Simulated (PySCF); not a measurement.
# How methods differ on the ionisation energy of Zr

Zr [Kr] 4d2 5s2 (3F) → Zr⁺ [Kr] 4d2 5s1 (4F), as a difference of total energies. All numbers are calculated (PySCF 2.14, scalar relativity by spin-free X2C-1e, in x2c-TZVPall). Correlated levels: valence: [Kr] frozen. The calculations carry no spin-orbit coupling.

```json
{"method": "UHF", "ionisation energy (eV)": "5.187"}
{"method": "PBE0", "ionisation energy (eV)": "6.285"}
{"method": "LDA", "ionisation energy (eV)": "6.727"}
{"method": "MP2 (valence)", "ionisation energy (eV)": "5.978"}
{"method": "SCS-MP2 (valence)", "ionisation energy (eV)": "6.141"}
```

How much does correlation contribute at MP2 (valence)?

5.978 − (5.187) = 0.791 eV, measured against UHF.

Errors of the correlated levels include the incompleteness of this basis and the frozen core.

MP2 underrates the near-degeneracy of ns² with np² in the lower species.

For comparison: 6.639 eV (measured; NIST levels, between the centres of gravity of the two terms).
